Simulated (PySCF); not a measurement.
PBE on Pd⁻ (palladium, charge -1), [Kr] 4d10 5s1, 2S determinant. Calculation: PySCF 2.14, in x2c-TZVPPall with one added diffuse shell each of s, p, d, f type (9s7p7d3f1g, 95 functions); the spin-free X2C one-electron Hamiltonian (Gaussian nucleus).

```
cycle= 1 E= -5044.87179500117  delta_E= 0.00514  |g|= 0.359  |ddm|= 0.998
cycle= 2 E= -5044.63111583291  delta_E= 0.241  |g|= 1.01  |ddm|= 0.869
cycle= 3 E= -5044.90672316177  delta_E= -0.276  |g|= 0.107  |ddm|= 0.516
cycle= 4 E= -5044.91107864856  delta_E= -0.00436  |g|= 0.0584  |ddm|= 0.209
cycle= 5 E= -5044.91246320096  delta_E= -0.00138  |g|= 0.00615  |ddm|= 0.0577
cycle= 6 E= -5044.91247995456  delta_E= -1.68e-05  |g|= 4.45e-05  |ddm|= 0.00898
cycle= 7 E= -5044.91247995598  delta_E= -1.41e-09  |g|= 4.87e-05  |ddm|= 0.000176
cycle= 8 E= -5044.91247995722  delta_E= -1.24e-09  |g|= 2.86e-06  |ddm|= 8.2e-05
cycle= 9 E= -5044.91247995723  delta_E= -7.28e-12  |g|= 1.47e-07  |ddm|= 8.3e-06
converged SCF energy = -5044.91247995723  <S^2> = 0.75357338  2S+1 = 2.0035702
```

Highest occupied orbital energy: 1.614 eV; ⟨L²⟩ = 0.00; populations by l: s 9.00, p 18.00, d 20.00, f 0.00.

Can this result be used?

With care. The run converged. At PBE the highest occupied level has a positive energy, so only the finite basis holds that electron; in a semilocal or global hybrid functional this comes from self-interaction and does not mean that the real anion is unbound.
